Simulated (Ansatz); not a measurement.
Molecule: ScCl₂ (charge 0, doublet). The spin state was set by rule; other spins were not relaxed. 
Coordinates optimised at B3LYP-D3(BJ)/def2-TZVP (Ansatz, an electronic-structure program):
```
Sc
Cl 1 2.2970
Cl 1 2.2970 2 133.89
```
Charge 0, spin multiplicity 2.

Parts of the frozen-core correlation energy in 6-31G* (Ansatz, hartree). Frozen orbitals: 19; correlated occupied orbitals by spin: 9 and 8; virtual: 46 and 47. Open shells are spin-unrestricted. No spin-orbit coupling. No relativistic terms.

```tsv
term	value
reference (HF)	-1678.84133
MP2 opposite-spin	(withheld)
MP2 same-spin	(withheld)
CCSD correlation	-0.31149
(T)	(withheld)
T1 diagnostic	0.081
largest doubles amplitude	0.029
<S^2> of the reference	0.753
```

Question: Complete the blanks.

Answer: 
- MP2 opposite-spin, value: -0.20489
- MP2 same-spin, value: -0.07766
- (T), value: -0.00874
